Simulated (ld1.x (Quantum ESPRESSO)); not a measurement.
## S (Z = 16): one change to a TM potential, before and after

sulfur, norm-conserving Troullier–Martins (Kleinman–Bylander form), made with ld1.x (Quantum ESPRESSO) 7.5 (BLYP, fully relativistic). Core [Ne], reference 3s2 3p4. Waves: 3s (bound): rc 1.30 bohr; 3d channel at 0.5 Ry: rc 1.20 bohr; 3p (bound): rc 1.55 bohr. Local part: the p channel. Core correction: a·sin(br)/r model core, default radius (core density twice the valence density).

Open shells are filled in proportion to 2j + 1 (rel_dist='average').

All-electron outer shells of the reference configuration (BLYP, scalar-relativistic, ld1.x):

| shell | level (eV) | outermost node (bohr) | outermost maximum (bohr) |
| --- | --- | --- | --- |
| 2s | -211.57 | 0.13 | 0.39 |
| 2p | -156.57 | – | 0.33 |
| 3s | -17.11 | 0.60 | 1.40 |
| 3p | -6.87 | 0.58 | 1.59 |

Change: all radii but the core radius scaled by about 1.35 (s 1.76, p 2.10, d 1.62 bohr).

Cutoffs: the cutoffs (Ry, on a coarse ladder) from which the occupation-weighted sum of valence levels, in a spherical-Bessel basis at the reference potential, stays within 10 and 1 mRy of its value at 400 Ry; they do not see the model core or the augmentation charge, which bear on the density cutoff. Errors are all-electron minus pseudo energies relative to the spin-unpolarised reference configuration.

What does the change do?

The potential gets softer (40 Ry and 60 Ry → 21 Ry and 45 Ry); of the 7 tests that both files solve, the error grows in 5 and shrinks in 0 by more than 15 % and 0.3 meV (median size 3.4 → 16.0 meV); neither file shows a bound ghost. A larger radius leaves more room for a smooth pseudo-wave, so fewer plane waves are needed. More of the atom is replaced by a form fitted at one configuration, so other configurations suffer.

```tsv
quantity	base	changed
cutoff, loose	40 Ry	21 Ry
cutoff, tight	60 Ry	45 Ry
loose cutoff by channel (10 mRy a level)	s 21 Ry, p 10 Ry	s 18 Ry, p 10 Ry
bound ghosts	none	none
largest miss of a reference level, eV	0.06	0.06
error for 3s2 3p3, meV [ΔE 11.62 eV]	+3.4	+4.8
error for 3s2 3p2, meV [ΔE 33.76 eV]	+23	+29
error for 3s2 3p1, meV [ΔE 67.68 eV]	+78	+88
error for 3s0 3p6, meV [ΔE 20.76 eV]	-1.8	-16
error for 3s2 3p0, meV [ΔE 114.45 eV]	+196	+199
error for 3s2 3p3.5, meV [ΔE 4.59 eV]	+0.6	+1.0
error for 3s1 3p5, meV [ΔE 10.32 eV]	-0.5	-3.9
```
